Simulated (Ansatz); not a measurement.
Input:

```yaml
crystal:
  periodic: [false, false, false]
  atoms:
    - { symbol: Ge, position_ang: [-0.032657, -0.05712, 0.046953] }
    - { symbol: H, position_ang: [0.03161, 0.05453, 1.568897] }
    - { symbol: F, position_ang: [1.585092, -0.00077, -0.559227] }
    - { symbol: F, position_ang: [-0.79264, 1.371985, -0.559527] }
    - { symbol: H, position_ang: [-0.728504, -1.262525, -0.582096] }
basis:
  gaussian: { orbitals: def2-mTZVP }
hamiltonian:
  xc: pbe0
  dispersion: d4
md:
  timestep: 0.5
  n_steps: 100
  ensemble: nve
  temperature: 1500.0
  initial_velocities: maxwell_boltzmann
  seed: 314389
```

Launched with:

```bash
$ ansatz run input.yaml --threads 1 --pin off --max-ram 2048MiB --backend cpu --events-out ev --progress --plain --runs-dir out
```

Hardware: 1 thread of AMD EPYC 7R43 64-Core Processor (Zen 3) (shared host).

Roughly how long does this run take, and how much memory?

3.9 min, with a peak of 0.16 GiB, for 101 ionic steps.
